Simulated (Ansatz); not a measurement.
## Molecular dynamics of BrNa

Input:

```yaml
crystal:
  periodic: [false, false, false]
  atoms:
    - { symbol: Na, position_ang: [1.091628, -0.412971, 0.544313] }
    - { symbol: Br, position_ang: [-1.062228, 0.352771, -0.540313] }
basis:
  gaussian: { orbitals: def2-SVP }
hamiltonian:
  xc: hf
md:
  timestep: 1.0
  n_steps: 150
  ensemble: nvt_nose_hoover
  temperature: 300.0
  initial_velocities: maxwell_boltzmann
  seed: 811862
```

Command:

```bash
$ ansatz run input.yaml --threads 1 --pin off --max-ram 2048MiB --backend cpu --events-out ev --progress --plain --runs-dir out
```

It starts from a relaxed structure.

Output, in part (one step line in 3, the closing report, with atoms numbered from 0):

```
md step     0: t =     0.00 fs  T =   300.0 K  F+E_penalty+E_count = -74395.33027476 eV  E_kin = 0.012926 eV  conserved = -74395.31734876 eV  (29 SCF iters)
md step     3: t =     3.00 fs  T =   290.6 K  F+E_penalty+E_count = -74395.32986784 eV  E_kin = 0.012519 eV  conserved = -74395.31734870 eV  (21 SCF iters)
md step     6: t =     6.00 fs  T =   264.4 K  F+E_penalty+E_count = -74395.32873974 eV  E_kin = 0.011393 eV  conserved = -74395.31734780 eV  (21 SCF iters)
md step     9: t =     9.00 fs  T =   224.1 K  F+E_penalty+E_count = -74395.32699994 eV  E_kin = 0.009657 eV  conserved = -74395.31734648 eV  (21 SCF iters)
md step    12: t =    12.00 fs  T =   174.3 K  F+E_penalty+E_count = -74395.32484307 eV  E_kin = 0.007509 eV  conserved = -74395.31734462 eV  (21 SCF iters)
md step    15: t =    15.00 fs  T =   120.9 K  F+E_penalty+E_count = -74395.32253103 eV  E_kin = 0.005208 eV  conserved = -74395.31734255 eV  (21 SCF iters)
md step    18: t =    18.00 fs  T =    70.8 K  F+E_penalty+E_count = -74395.32036059 eV  E_kin = 0.003050 eV  conserved = -74395.31734051 eV  (20 SCF iters)
md step    21: t =    21.00 fs  T =    30.7 K  F+E_penalty+E_count = -74395.31862244 eV  E_kin = 0.001322 eV  conserved = -74395.31733884 eV  (20 SCF iters)
md step    24: t =    24.00 fs  T =     6.1 K  F+E_penalty+E_count = -74395.31755704 eV  E_kin = 0.000262 eV  conserved = -74395.31733778 eV  (19 SCF iters)
md step    27: t =    27.00 fs  T =     0.5 K  F+E_penalty+E_count = -74395.31731605 eV  E_kin = 0.000022 eV  conserved = -74395.31733754 eV  (17 SCF iters)
md step    30: t =    30.00 fs  T =    15.0 K  F+E_penalty+E_count = -74395.31793671 eV  E_kin = 0.000644 eV  conserved = -74395.31733816 eV  (19 SCF iters)
md step    33: t =    33.00 fs  T =    47.7 K  F+E_penalty+E_count = -74395.31933481 eV  E_kin = 0.002055 eV  conserved = -74395.31733954 eV  (20 SCF iters)
md step    36: t =    36.00 fs  T =    94.6 K  F+E_penalty+E_count = -74395.32131782 eV  E_kin = 0.004075 eV  conserved = -74395.31734141 eV  (20 SCF iters)
md step    39: t =    39.00 fs  T =   149.6 K  F+E_penalty+E_count = -74395.32361557 eV  E_kin = 0.006445 eV  conserved = -74395.31734352 eV  (21 SCF iters)
md step    42: t =    42.00 fs  T =   205.8 K  F+E_penalty+E_count = -74395.32592178 eV  E_kin = 0.008866 eV  conserved = -74395.31734556 eV  (21 SCF iters)
md step    45: t =    45.00 fs  T =   256.2 K  F+E_penalty+E_count = -74395.32793876 eV  E_kin = 0.011040 eV  conserved = -74395.31734717 eV  (21 SCF iters)
md step    48: t =    48.00 fs  T =   295.1 K  F+E_penalty+E_count = -74395.32941731 eV  E_kin = 0.012714 eV  conserved = -74395.31734818 eV  (21 SCF iters)
md step    51: t =    51.00 fs  T =   318.0 K  F+E_penalty+E_count = -74395.33018584 eV  E_kin = 0.013703 eV  conserved = -74395.31734871 eV  (21 SCF iters)
md step    54: t =    54.00 fs  T =   323.0 K  F+E_penalty+E_count = -74395.33016477 eV  E_kin = 0.013917 eV  conserved = -74395.31734837 eV  (21 SCF iters)
md step    57: t =    57.00 fs  T =   310.0 K  F+E_penalty+E_count = -74395.32936904 eV  E_kin = 0.013356 eV  conserved = -74395.31734746 eV  (21 SCF iters)
md step    60: t =    60.00 fs  T =   281.0 K  F+E_penalty+E_count = -74395.32789710 eV  E_kin = 0.012106 eV  conserved = -74395.31734612 eV  (21 SCF iters)
md step    63: t =    63.00 fs  T =   239.6 K  F+E_penalty+E_count = -74395.32591299 eV  E_kin = 0.010324 eV  conserved = -74395.31734452 eV  (21 SCF iters)
md step    66: t =    66.00 fs  T =   190.5 K  F+E_penalty+E_count = -74395.32362389 eV  E_kin = 0.008208 eV  conserved = -74395.31734281 eV  (21 SCF iters)
md step    69: t =    69.00 fs  T =   138.8 K  F+E_penalty+E_count = -74395.32125709 eV  E_kin = 0.005982 eV  conserved = -74395.31734115 eV  (21 SCF iters)
md step    72: t =    72.00 fs  T =    89.8 K  F+E_penalty+E_count = -74395.31903836 eV  E_kin = 0.003867 eV  conserved = -74395.31733974 eV  (20 SCF iters)
md step    75: t =    75.00 fs  T =    48.0 K  F+E_penalty+E_count = -74395.31717310 eV  E_kin = 0.002070 eV  conserved = -74395.31733854 eV  (20 SCF iters)
md step    78: t =    78.00 fs  T =    17.7 K  F+E_penalty+E_count = -74395.31583172 eV  E_kin = 0.000763 eV  conserved = -74395.31733770 eV  (20 SCF iters)
md step    81: t =    81.00 fs  T =     1.9 K  F+E_penalty+E_count = -74395.31513791 eV  E_kin = 0.000080 eV  conserved = -74395.31733728 eV  (19 SCF iters)
md step    84: t =    84.00 fs  T =     2.4 K  F+E_penalty+E_count = -74395.31516051 eV  E_kin = 0.000104 eV  conserved = -74395.31733729 eV  (19 SCF iters)
md step    87: t =    87.00 fs  T =    20.1 K  F+E_penalty+E_count = -74395.31590825 eV  E_kin = 0.000865 eV  conserved = -74395.31733775 eV  (19 SCF iters)
md step    90: t =    90.00 fs  T =    54.3 K  F+E_penalty+E_count = -74395.31732712 eV  E_kin = 0.002338 eV  conserved = -74395.31733863 eV  (20 SCF iters)
md step    93: t =    93.00 fs  T =   103.0 K  F+E_penalty+E_count = -74395.31930068 eV  E_kin = 0.004438 eV  conserved = -74395.31733990 eV  (21 SCF iters)
md step    96: t =    96.00 fs  T =   162.9 K  F+E_penalty+E_count = -74395.32165345 eV  E_kin = 0.007019 eV  conserved = -74395.31734140 eV  (21 SCF iters)
md step    99: t =    99.00 fs  T =   229.3 K  F+E_penalty+E_count = -74395.32415888 eV  E_kin = 0.009882 eV  conserved = -74395.31734318 eV  (21 SCF iters)
md step   102: t =   102.00 fs  T =   296.5 K  F+E_penalty+E_count = -74395.32655169 eV  E_kin = 0.012776 eV  conserved = -74395.31734502 eV  (21 SCF iters)
md step   105: t =   105.00 fs  T =   357.9 K  F+E_penalty+E_count = -74395.32854709 eV  E_kin = 0.015421 eV  conserved = -74395.31734671 eV  (21 SCF iters)
md step   108: t =   108.00 fs  T =   406.7 K  F+E_penalty+E_count = -74395.32986640 eV  E_kin = 0.017522 eV  conserved = -74395.31734808 eV  (21 SCF iters)
md step   111: t =   111.00 fs  T =   436.6 K  F+E_penalty+E_count = -74395.33026893 eV  E_kin = 0.018810 eV  conserved = -74395.31734886 eV  (21 SCF iters)
md step   114: t =   114.00 fs  T =   442.7 K  F+E_penalty+E_count = -74395.32958807 eV  E_kin = 0.019074 eV  conserved = -74395.31734881 eV  (21 SCF iters)
md step   117: t =   117.00 fs  T =   422.5 K  F+E_penalty+E_count = -74395.32776698 eV  E_kin = 0.018205 eV  conserved = -74395.31734756 eV  (21 SCF iters)
md step   120: t =   120.00 fs  T =   376.7 K  F+E_penalty+E_count = -74395.32488883 eV  E_kin = 0.016230 eV  conserved = -74395.31734538 eV  (21 SCF iters)
md step   123: t =   123.00 fs  T =   309.4 K  F+E_penalty+E_count = -74395.32119061 eV  E_kin = 0.013333 eV  conserved = -74395.31734227 eV  (21 SCF iters)
md step   126: t =   126.00 fs  T =   228.7 K  F+E_penalty+E_count = -74395.31705603 eV  E_kin = 0.009853 eV  conserved = -74395.31733850 eV  (21 SCF iters)
md step   129: t =   129.00 fs  T =   145.2 K  F+E_penalty+E_count = -74395.31298035 eV  E_kin = 0.006254 eV  conserved = -74395.31733450 eV  (21 SCF iters)
md step   132: t =   132.00 fs  T =    71.3 K  F+E_penalty+E_count = -74395.30950773 eV  E_kin = 0.003072 eV  conserved = -74395.31733091 eV  (20 SCF iters)
md step   135: t =   135.00 fs  T =    19.5 K  F+E_penalty+E_count = -74395.30714803 eV  E_kin = 0.000839 eV  conserved = -74395.31732840 eV  (19 SCF iters)
md step   138: t =   138.00 fs  T =     0.0 K  F+E_penalty+E_count = -74395.30628728 eV  E_kin = 0.000000 eV  conserved = -74395.31732747 eV  (19 SCF iters)
md step   141: t =   141.00 fs  T =    19.6 K  F+E_penalty+E_count = -74395.30711021 eV  E_kin = 0.000845 eV  conserved = -74395.31732836 eV  (19 SCF iters)
md step   144: t =   144.00 fs  T =    80.1 K  F+E_penalty+E_count = -74395.30955287 eV  E_kin = 0.003450 eV  conserved = -74395.31733096 eV  (20 SCF iters)
md step   147: t =   147.00 fs  T =   177.8 K  F+E_penalty+E_count = -74395.31329760 eV  E_kin = 0.007661 eV  conserved = -74395.31733479 eV  (21 SCF iters)
md step   150: t =   150.00 fs  T =   304.2 K  F+E_penalty+E_count = -74395.31781323 eV  E_kin = 0.013108 eV  conserved = -74395.31733914 eV  (31 SCF iters)
Total energy: -74395.31781323 eV, -2733.9775026786 hartree
Atom 0 at     1.050675    -0.398411     0.523690 Å, force     0.353027    -0.125509     0.177775 eV/Å
Atom 1 at    -1.050445     0.348582    -0.534379 Å, force    -0.353027     0.125509    -0.177775 eV/Å
Dipole moment:     1.618627    -0.575457     0.815098 e Å
```

The run went to its last step. The conserved energy stayed within 0.011 meV per atom of its start (net change 0.005 meV per atom), so the integration is sound. The mean temperature of the second half is 39 % below the set value. A run of 0.15 ps of so small a system gives no equilibrium averages.

The same pairs are bonded in the first frame and the last. Pairs count as bonded within 1.25 times the sum of covalent radii (0.12 Å more for H–H).

Last frame:

```xyz
2
Properties=species:S:1:pos:R:3
Na 1.051 -0.398 0.524
Br -1.050 0.349 -0.534
```

Run time: 41 s on 1 thread of Intel(R) Xeon(R) 6975P-C (Granite Rapids), with other jobs on the host, peak memory 0.1 GiB.
